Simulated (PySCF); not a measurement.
C7H7N2P.
Bonds: C1–C2 (triple), C2–C3, C3–P4 (aromatic), P4–C5 (aromatic), C5–N6 (aromatic), N6–N7 (aromatic), N7–C8, C8–C9, C9–C10 (double), C3–N7 (aromatic). Hydrogens: H11 on C1; H12 on C5; H13, H14 on C8; H15 on C9; H16, H17 on C10.

The same species was optimised twice, with GFN2-xTB and with PBE0-D3(BJ)/def2-SVP (PySCF), and the same property calculations (PySCF, gas phase) were run on both structures.

| coordinate | GFN2-xTB | PBE0-D3(BJ)/def2-SVP | change |
| --- | --- | --- | --- |
| C2–C3 (Å) | 1.399 | 1.414 | +0.015 |
| C9=C10 (Å) | 1.319 | 1.332 | +0.013 |
| N7–C8 (Å) | 1.445 | 1.457 | +0.012 |
| C1≡C2 (Å) | 1.203 | 1.215 | +0.012 |
| C5–N6 (Å) | 1.307 | 1.318 | +0.011 |
| N6–N7 (Å) | 1.314 | 1.321 | +0.007 |
| C3–N7 (Å) | 1.355 | 1.361 | +0.006 |
| P4–C5 (Å) | 1.757 | 1.762 | +0.005 |
| C8–C9 (Å) | 1.502 | 1.498 | -0.004 |
| C3–P4 (Å) | 1.744 | 1.748 | +0.004 |
| N7–C8–C9 (°) | 110.3 | 111.9 | +1.6 |
| N6–N7–C8 (°) | 119.3 | 118.1 | -1.2 |
| C5–N6–N7 (°) | 110.8 | 109.9 | -0.9 |
| C1–C2–C3 (°) | 178.4 | 179.0 | +0.6 |
| C3–N7–C8 (°) | 124.5 | 125.1 | +0.6 |
| C3–N7–N6 (°) | 116.2 | 116.7 | +0.5 |
| P4–C5–N6 (°) | 116.1 | 116.6 | +0.5 |
| C2–C3–P4 (°) | 127.4 | 127.7 | +0.3 |
| N6–N7–C8–C9 (°) | -95 | -91 | +4 |
| N7–C8–C9–C10 (°) | -119 | -122 | -3 |

Rotational constants: A = 1817, B = 995.5, C = 702.1 MHz (GFN2-xTB) against A = 1766, B = 976.2, C = 684.8 MHz (PBE0-D3(BJ)/def2-SVP). Point groups within 0.08 Å: C1 and C1.

On the GFN2-xTB structure: HOMO (eV) -6.82 [PBE0/pcSseg-1]; LUMO (eV) -1.45 [PBE0/pcSseg-1]; dipole (D) 2.51 [PBE0/pcSseg-1]; GIAO shielding of C1 (ppm) 81.7 [PBE0/pcSseg-1]; GIAO shielding of C2 (ppm) 106.8 [PBE0/pcSseg-1]; GIAO shielding of C3 (ppm) 28.2 [PBE0/pcSseg-1]; GIAO shielding of P4 (ppm) 152.9 [PBE0/pcSseg-1]; GIAO shielding of C5 (ppm) 19.4 [PBE0/pcSseg-1]; GIAO shielding of N6 (ppm) -113.6 [PBE0/pcSseg-1]; GIAO shielding of N7 (ppm) 6.2 [PBE0/pcSseg-1]; GIAO shielding of C8 (ppm) 127.0 [PBE0/pcSseg-1].

**Question.** What do these properties become on the PBE0-D3(BJ)/def2-SVP structure?

**Answer.** 
```csv
property,level,on GFN2-xTB,on PBE0-D3(BJ)/def2-SVP,change
HOMO (eV),PBE0/pcSseg-1,-6.82,-6.84,-0.02
LUMO (eV),PBE0/pcSseg-1,-1.45,-1.49,-0.04
dipole (D),PBE0/pcSseg-1,2.51,2.53,+0.02
"energy, GFN2-xTB geometry as zero (kcal/mol)",PBE0/pcSseg-1,0.0,-0.8,-0.8
GIAO shielding of C1 (ppm),PBE0/pcSseg-1,81.7,81.2,-0.5
GIAO shielding of C2 (ppm),PBE0/pcSseg-1,106.8,106.3,-0.5
GIAO shielding of C3 (ppm),PBE0/pcSseg-1,28.2,26.4,-1.8
GIAO shielding of P4 (ppm),PBE0/pcSseg-1,152.9,156.1,+3.2
GIAO shielding of C5 (ppm),PBE0/pcSseg-1,19.4,15.9,-3.5
GIAO shielding of N6 (ppm),PBE0/pcSseg-1,-113.6,-118.3,-4.7
GIAO shielding of N7 (ppm),PBE0/pcSseg-1,6.2,0.8,-5.4
GIAO shielding of C8 (ppm),PBE0/pcSseg-1,127.0,125.6,-1.4
```

The heavy atoms differ by 0.053 Å rms after alignment. Among bonds between heavy atoms C2–C3 changes most (+0.015 Å). Changes are differences of the printed values. Neither structure is proved a minimum here.

Conformer computed: `[CH:1]#[C:2][c:3]1[p:4][cH:5][n:6][n:7]1[CH2:8][CH:9]=[CH2:10]`: N6–N7–C8–C9 -91°, N7–C8–C9–C10 -122°.
